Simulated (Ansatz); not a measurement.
`CN[SiH](F)S`, relaxed with RKS PBE-D4/def2-SVP in the Gaussian-basis code of Ansatz from a rough embedded geometry. The force threshold is 0.03 eV/Å; the program also tests the step.

Total charge 0; spin multiplicity 1.

Start:

```xyz
11

C     1.270   -0.750    0.575
N     0.077   -0.631   -0.295
Si   -1.147    0.508   -0.049
F    -2.454    0.028   -0.907
S    -0.457    2.407   -0.641
H     1.917   -1.531    0.076
H     1.028   -1.038    1.559
H     1.812    0.177    0.525
H    -0.368   -1.591   -0.360
H    -1.535    0.437    1.410
H    -0.143    1.985   -1.893
```

```csv
step,energy (eV),largest force (eV/Å),largest move (Å)
1,-24032.8090,2.836,0.000
2,-24033.0934,1.080,0.195
3,-24033.1504,0.369,0.144
4,-24033.1723,0.245,0.072
5,-24033.1878,0.195,0.087
6,-24033.1951,0.273,0.140
7 (rejected),-24033.1902,0.609,0.096
8,-24033.2065,0.098,0.046
9,-24033.2093,0.105,0.100
10,-24033.2109,0.100,0.058
11,-24033.2116,0.045,0.013
12,-24033.2118,0.083,0.013
13,-24033.2120,0.011,0.005
```

End:

```xyz
11

C     1.283   -0.730    0.441
N    -0.088   -0.780   -0.036
Si   -1.265    0.477    0.016
F    -2.451   -0.043   -0.991
S    -0.367    2.335   -0.575
H     1.980   -1.234   -0.264
H     1.423   -1.196    1.444
H     1.607    0.327    0.520
H    -0.442   -1.722   -0.229
H    -1.953    0.798    1.311
H     0.274    1.769   -1.638
```

Hardware: 4 threads of an AMD EPYC 7B13 on a shared host. Wall time 17 s, peak host memory 0.2 GiB.
